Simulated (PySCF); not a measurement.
**Tc²⁴⁺: ionisation energy**

Tc²⁴⁺ [Ar] 3d1 [3d3/2^1, M_J = 3/2] → Tc²⁵⁺ [Ar], as a difference of total energies. All numbers are calculated (PySCF 2.14, the two-component X2C-1e Hamiltonian, in an uncontracted even-tempered set (16 s from 3.2 bohr⁻², ratio 2.8; 12 p from 4.2 bohr⁻², ratio 2.8; 8 d from 4.2 bohr⁻², ratio 2.8; 3 f from 12 bohr⁻², ratio 3)). Correlated levels: [Ne] frozen; the 74 highest virtual spinors dropped. "Screened" scales the spin-orbit matrix elements by Boettger's factors to mimic the two-electron term; Breit and QED terms are absent.

```tsv
method	ionisation energy (eV)
GHF (spin-free)	1163.1
GMP2 (spin-free)	1163.0
GHF (screened spin-orbit)	1166.2
GMP2 (screened spin-orbit)	1166.1
```

Breit and QED terms and the two-electron picture change are absent.

The spin-free rows lack the spin-orbit shift.

For comparison: 1166 ± 4 eV (theoretical estimate listed by NIST; NIST Atomic Spectra Database, ionization energies).
